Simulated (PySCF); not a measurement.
## Two-component Hartree-Fock for Zr (zirconium, neutral)

Start: [Kr] 4d2 5s2; 4d3/2 filled at m_j = +1/2, +3/2. Calculated with PySCF 2.14 in x2c-QZVPPall-2c: generalised Hartree-Fock with the X2C-1e Hamiltonian and a Gaussian nucleus; one run each with spin-orbit coupling (SO) switched off, then screened by Boettger's factors.

| spinor shell | electrons | ε, spin-free (eV) | ε, screened SO (eV) | weight of nominal j (screened SO) | rms radius, screened SO (bohr) |
| --- | --- | --- | --- | --- | --- |
| 1s1/2 | 2 | -18098.2 | -18097.4 | 1.000 | 0.0426 |
| 2s1/2 | 2 | -2579.7 | -2579.4 | 1.000 | 0.176 |
| 2p1/2 | 2 | -2294.2 | -2353.4 | 1.000 | 0.154 |
| 2p3/2 | 4 | -2294.2 | -2266.2 | 1.000 | 0.158 |
| 3s1/2 | 2 | -454.06 | -453.96 | 1.000 | 0.487 |
| 3p1/2 | 2 | -358.28 | -368.11 | 1.000 | 0.489 |
| 3d3/2 | 4 | -201.10 | -202.75 | 0.994 | 0.493 |
| 3d5/2 | 6 | -201.10 | -199.88 | 0.996 | 0.497 |
| 4s1/2 | 2 | -68.154 | -68.113 | 1.000 | 1.30 |
| 4p1/2 | 2 | -40.647 | -43.375 | 0.780 | 1.47 |
| 4p3/2 | 4 | -40.647 | -39.270 | 0.890 | 1.47 |
| 4d3/2 | 2 | -8.663 | -8.694 | 0.770 | 2.37 |
| 5s1/2 | 2 | -5.851 | -5.843 | 0.988 | 4.28 |

(1) Where does 3p3/2 lie, and what is the 3p spin-orbit splitting (screened SO)?

```csv
quantity,spin-free,screened SO
E (hartree),-3596.04555,-3596.39602
M_J,2,2
⟨J²⟩,8.177,7.653
⟨L²⟩,12.117,12.073
⟨S²⟩,2.060,2.047
```

The determinant has a definite M_J but mixes levels of different J.

Each row is a mean over spinors that exchange with the open shell spreads, by up to 2.542 eV (4p1/2).

Rows whose weight is well below 1 are mixtures of j = l ± 1/2: exchange outweighs spin-orbit coupling there, and the label is only the starting occupation.

Breit and QED terms are absent; they matter most for the inner s and p1/2 levels.

Densities and radii are taken from the X2C orbitals without a picture-change correction, which distorts them close to the nucleus.

Without spin-orbit coupling the j labels of p, d and f shells carry no meaning; the spin-free column gives the mean over the occupied spinors of each nl shell, and its ⟨J²⟩ belongs to a mixture of degenerate components.

## Answers

(1) At -353.56 eV, 14.546 eV above 3p1/2.
